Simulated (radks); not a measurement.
Results of a calculation; reference values are marked as such.
Question: The mean radii <r> (bohr) of the occupied orbitals of an atom or ion are listed with their occupations. Level of theory: non-relativistic Kohn-Sham, PBE, spin-polarised, spherical densities, point nucleus (a radial shooting solver on a logarithmic mesh with Libxc functionals).

orbital  occ.     <r>
1s up       1  0.2709
1s down     1  0.2705
2s up       1   1.454
2s down     1   1.477
2p up       1   1.487

Name the element and its charge. Open shells, if any, are filled with parallel spins first.

Answer: Z = 6, carbon, charge +1: C+ in [He] 2s2 2p1. The 1s radius gives Z: for a bare nucleus <r> = 1.5/Z, 0.25 bohr for Z = 6, and screening makes it slightly larger (0.2709 here). The occupations add up to 5, and the charge is Z minus that.
